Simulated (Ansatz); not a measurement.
CdI2. Charge 0, multiplicity 1. Geometry relaxed at r2SCAN-D4/def2-TZVP.

| atom | x (Å) | y (Å) | z (Å) |
| --- | --- | --- | --- |
| Cd1 | 0.005 | 0.007 | 0.001 |
| I2 | 1.955 | -1.413 | 0.932 |
| I3 | -1.960 | 1.406 | -0.934 |

In the def2 sets Cd, I take a core potential; there is no spin–orbit coupling. The structure comes from a short search, and lower isomers may exist.

Task: Estimate the harmonic wavenumbers at RKS r2SCAN-D4/def2-TZVP (Ansatz, unscaled). Is this a minimum?

Result: 52, 52, 146, 263 cm⁻¹. Yes, no mode is imaginary beyond noise. Zero-point energy 3.1 kJ/mol. Run time 15 s (4 threads of Intel Xeon on a shared host).
